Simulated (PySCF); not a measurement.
C5H4O2, SMILES C1OC(=C=C)OC=1.

The structure is a stationary point at TPSSh-D3(BJ)/def2-SVP. This is a generated structure with no PubChem entry under its InChIKey; it may be hypothetical.

Method: PySCF with r2SCAN/def2-TZVP.

```yaml
total_energy: -343.21558 hartree
point_group: C2v
highest_occupied_level: -4.64 eV
lowest_empty_level: -1.29 eV
orbital_gap: 3.35 eV
dipole_moment: 1.66 D
quadrupole, principal values (traceless, Buckingham form, about the centre of nuclear charge): -5.85, -5.84, 11.68 D·Å
mean_static_polarisability: 68.7 bohr³ (10.18 Å³)
polarisability_principal_values: 40.7, 53.1, 112.3 bohr³
```
